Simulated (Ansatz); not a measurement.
Input for Ansatz (development build ahead of 0.2.0):

```yaml
crystal:
  periodic: [false, false, false]
  atoms:
    - { symbol: H, position_ang: [2.17206, -0.77417, 0.36027] }
    - { symbol: H, position_ang: [2.2838, 0.25746, 0.40616] }
    - { symbol: H, position_ang: [1.9432, 1.23809, 0.3716] }
    - { symbol: H, position_ang: [1.21773, 1.9735, 0.26344] }
    - { symbol: H, position_ang: [0.25107, 2.31804, 0.10311] }
    - { symbol: H, position_ang: [-0.76532, 2.20346, -0.07765] }
    - { symbol: H, position_ang: [-1.63012, 1.65246, -0.24303] }
    - { symbol: H, position_ang: [-2.17206, 0.77417, -0.36027] }
    - { symbol: H, position_ang: [-2.2838, -0.25746, -0.40616] }
    - { symbol: H, position_ang: [-1.9432, -1.23809, -0.3716] }
    - { symbol: H, position_ang: [-1.21773, -1.9735, -0.26344] }
    - { symbol: H, position_ang: [-0.25107, -2.31804, -0.10311] }
    - { symbol: H, position_ang: [0.76532, -2.20346, 0.07765] }
    - { symbol: H, position_ang: [1.63012, -1.65246, 0.24303] }
basis:
  gaussian: { orbitals: STO-3G }
hamiltonian:
  xc: hf
```

The input is written out in the form of the current development build from the run's settings.

Output:

```yaml
Converged: yes
Total_energy: -7.28839 hartree
Spin_squared_of_the_determinant: 0.000
```

Caution: stretched shape with no unrestricted run beside it, a lower state can exist.
